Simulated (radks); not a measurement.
Task: All-electron atom: Pm+ in [Xe] 4f5 6p1 (not the ground configuration). Calculated with a radial shooting solver on a logarithmic mesh with Libxc functionals: scalar-relativistic Kohn-Sham, PBE, spin-polarised, spherical densities, point nucleus; open shells are filled with parallel spins first (spin-orbit coupling, left out, can overturn this in heavy ions). Some entries of the table are withheld. Estimate them.

orbital,occ.,eigenvalue (hartree),<1/r> (bohr^-1),<r^2> (bohr^2)
1s up,1,-1654.858,67.43,0.0007316
1s down,1,-1654.858,67.43,0.0007316
2s up,1,-269.2533,15.59,0.01156
2s down,1,-269.2526,15.59,0.01156
2p up,3,-240.4624,14.67,0.009261
2p down,3,-240.4619,14.67,0.009261
3s up,1,-58.91957,5.694,0.07757
3s down,1,-58.86683,5.698,0.07748
3p up,3,-49.88059,5.373,0.07766
3p down,3,-49.82809,5.377,0.07754
3d up,5,-37.49227,5.099,0.06573
3d down,5,-37.45180,5.103,0.06559
4s up,1,-11.96490,2.386,0.3970
4s down,1,-11.82660,2.386,0.3966
4p up,3,-9.00060,2.196,0.4486
4p down,3,-8.86167,2.197,0.4483
4d up,5,-4.81535,1.923,0.5504
4d down,5,-4.67575,1.923,0.5511
5s up,1,(1),0.9231,2.309
5s down,1,(2),0.9086,2.370
5p up,3,(3),0.7792,3.182
5p down,3,(4),0.7631,3.295
4f up,5,-0.38067,1.319,(5)
4f down,0,-0.25950,1.272,(6)
6p up,1,-0.22780,0.2515,27.03

Result: 
(1) 5s up eigenvalue (hartree): -1.83501
(2) 5s down eigenvalue (hartree): -1.74829
(3) 5p up eigenvalue (hartree): -1.12094
(4) 5p down eigenvalue (hartree): -1.05392
(5) 4f up <r^2> (bohr^2): 1.434
(6) 4f down <r^2> (bohr^2): 1.721
